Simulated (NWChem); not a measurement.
Species: TiOCl, doublet; SMILES [O]=[Ti][Cl]

Results from NWChem. Pople sets run with spherical d functions. Spin-unrestricted. In the optimisation the excess spin sits in a" (Cs, its own frame). The spin multiplicity was typed, not searched, and may not be the lowest. No stability test was run on the SCF state. Each level has its own optimisation; frequencies are unscaled.

```csv
level,r Cl–Ti (Å),r O–Ti (Å),highest harmonic frequency (cm⁻¹),lowest (cm⁻¹),zero-point energy (kcal/mol),dipole (D)
UHF/STO-3G,2.213,1.598,1382,173,3.0,3.09
PBE/def2-SVP,[?],1.604,[?],173,2.4,[?]
B3LYP/6-31G*,2.325,1.609,1091,123,2.3,4.74
```

Complete the blanks.


- PBE/def2-SVP, r Cl–Ti (Å): 2.232
- PBE/def2-SVP, highest harmonic frequency (cm⁻¹): 1072
- PBE/def2-SVP, dipole (D): 4.83
